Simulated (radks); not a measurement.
Charge is removed step by step from the 2s level of neutral beryllium, starting from [He] 2s2. Method: non-relativistic Kohn-Sham, BLYP, spin-unpolarised, spherical densities, point nucleus; computed with a radial shooting solver on a logarithmic mesh with Libxc functionals.

| removed (e) | E - E(0) (eV) | eigenvalue (eV) | E minus straight line (eV) |
|---|---|---|---|
| 0 | 0.000 | -5.467 | 0.000 |
| 0.1 | 0.584 | -6.216 | -0.360 |
| 0.2 | 1.244 | -6.983 | -0.644 |
| 0.3 | 1.981 | -7.766 | -0.850 |
| 0.4 | 2.798 | -8.566 | -0.977 |
| 0.5 | 3.695 | -9.380 | -1.024 |
| 0.6 | 4.674 | -10.207 | -0.988 |
| 0.7 | 5.737 | -11.048 | -0.869 |
| 0.8 | 6.884 | -11.901 | -0.666 |
| 0.9 | 8.117 | -12.764 | -0.376 |
| 1 | 9.437 | -13.636 | 0.000 |

Removing the whole electron costs 9.437 eV by Delta-SCF, against 5.467 eV from minus the eigenvalue at the starting occupation. Slater's transition state (half an electron removed) gives 9.380 eV. Integrating minus the eigenvalue over the occupation (Janak's theorem) gives 9.437 eV. The mean slope of the eigenvalue, de/dn, is 8.17 eV per electron. Ionisation energy of Be in the NIST Atomic Spectra Database: 9.323 eV (measured).

Beside tabulated values, note that spin-unpolarised runs miss the spin-polarisation part of the exchange energy of open shells.
